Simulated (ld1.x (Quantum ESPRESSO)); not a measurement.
## aluminium (Al): variants of one TM semilocal potential

Base potential:

ld1.x (Quantum ESPRESSO) 7.5 input, shortened:

```
&input
   title='Al', zed=13., rel=1, dft='PBE', iswitch=3,
   config='[Ne] 3s2 3p0'
 /
 &inputp
   pseudotype=1, tm=.true., lloc=0,
   nlcc=.false.
 /
2
3P  2  1   0.00   0.00  1.70  1.70  0.0
3S  1  0   2.00   0.00  2.10  2.10  0.0
 &test
   configts(1)='3s2 3p0'
 /
```

All-electron outer shells of the reference configuration (PBE, scalar-relativistic, ld1.x):

```csv
shell,level (eV),outermost node (bohr),outermost maximum (bohr)
3s,-14.81,0.80,2.01
3p,-9.05,0.81,2.39
```

Cutoffs, loose and tight: the cutoffs (Ry, on a coarse ladder) from which the occupation-weighted sum of valence levels, in a spherical-Bessel basis at the reference potential, stays within 10 and 1 mRy of its value at 400 Ry. They do not see the model core or the augmentation charge, which bear on the density cutoff. Test errors are all-electron minus pseudo excitation energies from the reference, over the configurations 3s2 3p1; 3s1 3p0; 3s2 3p0.5; 3s2 3p1.3; 3s1 3p1; 3s1 3p2; 3s0 3p3. A dash means not determined; rows that change the core or the reference have their own tests. The largest error is taken over the tests solved by every variant that gives reliable tests at all: 3s1 3p0; 3s2 3p0.5; 3s2 3p1.

A true bound ghost makes a file unfit for plane-wave use even where its test errors are small: the radial tests pick states by their node count and pass the ghost by. Where a test does run into it, the solver fails or the error is huge.

A semilocal file is local in each channel, so a ghost entry of none says nothing of the separable form that plane-wave codes build from it.

```csv
change,outcome,"cutoff, loose","cutoff, tight",bound ghosts,largest test error (meV)
base,generated,10 Ry,30 Ry,none,+27
wave 3p (bound): rc 1.70 bohr becomes 3p (bound): rc 1.10 bohr,generated,10 Ry,30 Ry,p,-3291
wave 3p (bound): rc 1.70 bohr becomes 3p (bound): rc 1.42 bohr,generated,10 Ry,30 Ry,none,+27
wave 3p (bound): rc 1.70 bohr becomes 3p (bound): rc 1.62 bohr,generated,10 Ry,30 Ry,none,+27
wave 3p (bound): rc 1.70 bohr becomes 3p (bound): rc 1.88 bohr,generated,10 Ry,30 Ry,none,+27
wave 3p (bound): rc 1.70 bohr becomes 3p (bound): rc 2.08 bohr,generated,10 Ry,30 Ry,none,+27
wave 3p (bound): rc 1.70 bohr becomes 3p (bound): rc 2.22 bohr,generated,10 Ry,30 Ry,none,+27
wave 3p (bound): rc 1.70 bohr becomes 3p (bound): rc 2.44 bohr,generated,10 Ry,30 Ry,none,+27
wave 3p (bound): rc 1.70 bohr becomes 3p (bound): rc 2.56 bohr,generated,10 Ry,30 Ry,none,+27
```

Problem. What comes out with this change to the base: wave 3p (bound): rc 1.70 bohr becomes 3p (bound): rc 1.24 bohr?

Solution. outcome: generated; cutoff, loose: 10 Ry; cutoff, tight: 30 Ry; bound ghosts: none; largest test error (meV): +67.

Reading the sweep of the p radius (base included, trends over the rows without a ghost): The loose cutoff stays near 10 Ry. The median size of the test errors (rows with all tests solved) is not monotonic: lowest 4.0 meV at 1.88 bohr, highest 77.4 meV at 1.24 bohr. Bound ghosts are found at 1.1 bohr.
